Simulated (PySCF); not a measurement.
# A search over the determinants of RbS

Unrestricted PBE0; basis Rb def2-SVP with ECP28, S def2-SVP; scalar-relativistic core potentials; PySCF 2.14. Outer shells of the fragments: Rb 5s1; S 3s2 3p4.

Followed along the bond (rough minima from three points):

```tsv
2Ms+1	unpaired	⟨S²⟩ at the start	R at minimum (Å)	Te (eV)
2	π ↑	0.75	2.98	0.00
2	σ ↑	0.75	2.84	0.23
4	σ ↑, π ↑↑	3.75	none in the scan	≤ 2.50
```

Solutions found at the starting distance of 3.045 Å, counted from the lowest of them; the search is not exhaustive and high or unbound solutions are not listed, so other states can lie among these:

```tsv
2Ms+1	unpaired	term	E (eV)	⟨S²⟩	⟨Lz²⟩	μ (D)
2	π ↑	²Π	0.00	0.75	1.01	-10.47
2	σ ↑	²Σ⁺	0.31	0.75	0.00	-11.41
4	σ ↑, π ↑↑	⁴Σ⁻	2.65	3.75	0.00	2.02
2	σ ↓, π ↑↑	mixed	2.69	1.75	0.00	2.54
4	σ ↑↑, π ↑	⁴Π	2.80	3.75	1.01	2.27
2	σ ↑, π ↑↓	mixed	3.10	1.76	2.02	2.27
```

A term symbol is given only where ⟨S²⟩ and ⟨Lz²⟩ are close to those of a pure state; real π, δ and φ orbitals otherwise mix terms. A positive dipole means Rb(−)S(+).

Q: Compare the gap between the two lowest followed solutions at the starting distance with the gap between their minima.

A: At PBE0 the second solution (doublet, unpaired electrons σ ↑) lies +0.31 eV from the first (doublet, unpaired electrons π ↑) at 3.045 Å and +0.23 eV at the minima; the two curves relax by different amounts, since their minima lie near 2.84 and 2.98 Å.

Spin–orbit coupling is left out. Counting both spins, an empty level lies below a filled one in some of these solutions, because spin and occupation are held.
